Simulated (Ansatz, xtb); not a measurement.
# Isomers of GeH5NOSi in order of energy

5 gas-phase structures of GeH5NOSi, found in a search over its isomers (lower ones may exist). Each was relaxed with GFN2-xTB; where two conformers were screened, the lower at r2SCAN-D4/def2-SVP is listed:

A. a singlet given by its coordinates
B. `O=[SiH][NH][GeH3]`, a singlet
C. `[H]/N=[SiH]/[O][GeH3]`, a singlet
D. a singlet given by its coordinates
E. `N[Si](=O)[GeH3]`, a singlet

A (Å):

```json
{"atom": "Ge", "x (Å)": "-0.7277", "y (Å)": "0.9343", "z (Å)": "-0.9785"}
{"atom": "N", "x (Å)": "0.7846", "y (Å)": "1.4801", "z (Å)": "-1.8326"}
{"atom": "O", "x (Å)": "-0.0688", "y (Å)": "-0.5811", "z (Å)": "-0.3095"}
{"atom": "Si", "x (Å)": "0.9274", "y (Å)": "-1.8053", "z (Å)": "0.0324"}
{"atom": "H", "x (Å)": "0.8882", "y (Å)": "2.3360", "z (Å)": "-2.3554"}
{"atom": "H", "x (Å)": "1.6566", "y (Å)": "0.9710", "z (Å)": "-1.8268"}
{"atom": "H", "x (Å)": "1.3539", "y (Å)": "-2.4322", "z (Å)": "-1.2231"}
{"atom": "H", "x (Å)": "2.0896", "y (Å)": "-1.2800", "z (Å)": "0.7570"}
{"atom": "H", "x (Å)": "0.1540", "y (Å)": "-2.7322", "z (Å)": "0.8597"}
```

Close contacts (Å): Ge1–N2 1.82, Ge1–O3 1.78, O3–Si4 1.61, N2–H5 1.01, N2–H6 1.01, Si4–H7 1.47, Si4–H8 1.47, Si4–H9 1.46.

D (Å):

```xyz
9

Ge   -1.3359   -0.8553   -0.1145
N     0.0187   -1.3933   -1.2054
O     1.6005   -2.8700    0.3344
Si    1.6754   -1.7871   -0.8742
H    -0.2712   -1.6519   -2.1381
H    -0.3278   -0.4913    1.1155
H     2.4094   -0.5920   -0.4610
H     2.2308   -2.4001   -2.0846
H     2.3907   -3.1665    0.7759
```

Close contacts (Å): Ge1–N2 1.82, N2–Si4 1.73, O3–Si4 1.62, Ge1–H6 1.63, N2–H5 1.01, O3–H9 0.95, Si4–H7 1.46, Si4–H8 1.47.

Q: Make a reasoned guess at their ranking by r2SCAN-D4/def2-SVP single-point energy.

A: Calculated order at r2SCAN-D4/def2-SVP: A (0.0), D (9.7), E (20.3), B (23.7), C (33.2) kcal/mol.

Energies above the lowest of each column, in kcal/mol; the last columns are at PBE-D3(BJ)/def2-SVP geometries and were run for some of them only (a dash: not run or not comparable):

| structure | GFN2-xTB | HF/STO-3G | r2SCAN-D4/def2-SVP | PBE-D3(BJ)/def2-SVP | CCSD(T)/def2-SVP + ΔMP2/def2-TZVPP |
| --- | --- | --- | --- | --- | --- |
| A | 0.0 | 0.0 | 0.0 | 0.0 | 0.0 |
| D | 24.4 | 15.5 | 9.7 | 8.7 | 7.3 |
| E | 36.3 | 32.7 | 20.3 | – | – |
| B | 29.7 | 32.9 | 23.7 | – | – |
| C | 38.5 | 46.6 | 33.2 | – | – |

Every level run on A puts it lowest or level with the lowest. Some further structures that were screened fall inside this span and aren't listed. Flexible structures stand in one conformer each, not always the lowest. Frequencies (PBE-D3(BJ)/def2-SVP) were run for A, D alone. ΔMP2 is the change of the MP2 energy from the smaller to the larger basis.

Over these structures GFN2-xTB departs from r2SCAN-D4/def2-SVP by 5.6 kcal/mol on average once a common shift is removed. A GFN2-xTB relaxation took about 0.066 s and the r2SCAN-D4/def2-SVP energy about 1.6 s on a shared host (Ansatz 0.2.0, xtb 6.7.1).
